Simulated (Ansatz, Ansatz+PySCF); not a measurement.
```tsv
atom	x (Å)	y (Å)	z (Å)
Mg	0.0000	0.0000	-1.2850
B	0.0000	0.0000	1.2850
```

Basis set: def2-SVP (spherical functions). Frozen core: 2 orbitals. Correlation on ROHF uses semicanonical orbitals with singles. Charge 0, multiplicity 2.

Computed with Ansatz (development build ahead of 0.2.0); each method stands on the lowest determinant of its kind that the runs found.

The atomization energy at this shape (free ground-state atoms in the same class of orbitals less the molecule, no zero-point energy) of doublet MgB:

| method | atomization energy |
| --- | --- |
| ROHF-CCSD(T) | 32.7 kJ/mol |
| UHF-CCSD(T) | 28.2 kJ/mol |
| UHF-MP2 | 21.5 kJ/mol |
| UHF | 31.5 kJ/mol |

Q: What does ROHF give?

A: -17.7 kJ/mol. Caution for UHF-CCSD(T), UHF-MP2, UHF: the unrestricted determinant is spin contaminated.
